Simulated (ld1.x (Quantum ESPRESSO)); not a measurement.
**Cd (Z = 48), TM: configuration errors across variants**

ld1.x (Quantum ESPRESSO) 7.5 input, shortened:

```
&input
   title='Cd', zed=48., rel=2, dft='PZ', iswitch=3,
   config='[Kr] 4d10 5s2 5p0', rel_dist='average'
 /
 &inputp
   pseudotype=2, tm=.true., lloc=0,
   nlcc=.false.
 /
3
5P  2  1   0.00   0.00  3.55  3.55  0.0
4D  3  2  10.00   0.00  1.50  1.50  0.0
5S  1  0   2.00   0.00  2.15  2.15  0.0
 &test
   configts(1)='4d10 5s2 5p0'
 /
```

Open shells are filled in proportion to 2j + 1 (rel_dist='average').

All-electron excitation energies from the reference (eV): (1) 4d10 5s1 5p0 9.629; (2) 4d10 5s0 5p0 27.150; (3) 4d9 5s0 5p0 65.404; (4) 4d9 5s2 5p0 18.147; (5) 4d8 5s0 5p0 119.678; (6) 4d10 5s1 5p1 4.782; (7) 4d10 5s0 5p1 15.526.

2 further variants failed, have other tests or another functional or relativity, and are left out.

Errors AE − PS in meV (a dash: test not solved or not reliable):

| change | (1) | (2) | (3) | (4) | (5) | (6) | (7) | bound ghosts |
| --- | --- | --- | --- | --- | --- | --- | --- | --- |
| base | -0.7 | -3.9 | -101 | -148 | -643 | +3.4 | +19 | none |
| all radii scaled by about 1.15 (s 2.48, p 4.10, d 1.72 bohr) | +0.3 | -1.0 | -122 | -127 | -675 | +6.7 | +35 | none |
| wave 5p (bound): rc 3.55 bohr becomes 5p (bound): rc 3.22 bohr | -0.7 | -3.9 | -101 | -148 | -643 | +1.5 | +9.5 | none |
| wave 5s (bound): rc 2.15 bohr becomes 5s (bound): rc 2.88 bohr | +1.3 | -13 | -247 | -76 | -992 | +1.7 | +9.3 | none |
| wave 4d (bound): rc 1.50 bohr becomes 4d (bound): rc 1.52 bohr | -0.6 | -3.7 | -101 | -147 | -641 | +3.4 | +19 | none |

Give the same row for: core correction a·sin(br)/r model core inside 0.88 bohr.

-5.5, -37, -207, –, -954, +1.6, +5.2; bound ghosts: none.
